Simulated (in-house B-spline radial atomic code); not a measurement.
Sr IV (Sr3+) is squeezed into an impenetrable sphere of radius R (the orbitals vanish at R). No spin polarisation. Caution: exact exchange at fractional occupations of open shells leaves self-interaction of up to several eV. Level of theory: non-relativistic B3LYP, spherical fractional occupations, point nucleus; calculated with an all-electron radial atomic-structure program (B-spline basis).

Energies in eV above the free ion in [Ar] 3d10 4s2 4p5:

```csv
R (bohr),highest level (eV),[Ar] 3d10 4s2 4p5,[Ne] 3s2 3p5 3d10 4s2 4p5 4f1,[Ar] 3d10 4s2 4p4 4d1,-dE/dV in [Ar] 3d10 4s2 4p5 (GPa)
7.16,-51.2,1.396e-05,292.8,27.29,9.36e-05
6.92,-51.2,3.412e-05,292.9,27.3,0.000225
4.61,-51.1,0.07036,296.5,27.71,0.891
4.31,-51,0.1783,297.9,28.04,2.54
3.37,-49.6,2.924,306.9,32.66,63.7
2.93,-46.8,10.19,319.2,42.05,286
2.76,-44.8,16.38,327.9,49.44,514
2.35,-35.4,50.83,371.1,88.15,2190
1.6,38,425.2,788.6,476.8,43300
1.31,143,1063,1472,1117,178000
```

(1) Does [Ne] 3s2 3p5 3d10 4s2 4p5 4f1 fall below [Ar] 3d10 4s2 4p5 under compression?

(2) Does [Ar] 3d10 4s2 4p4 4d1 fall below [Ar] 3d10 4s2 4p5 under compression?

The highest level is first positive in the row R = 1.6 bohr, pushed up by confinement above the zero of the free ion's potential. Each configuration is held fixed and needn't be the lowest in the sphere.

Answers

(1) No, it stays above over the whole range.

(2) No, it stays above over the whole range.
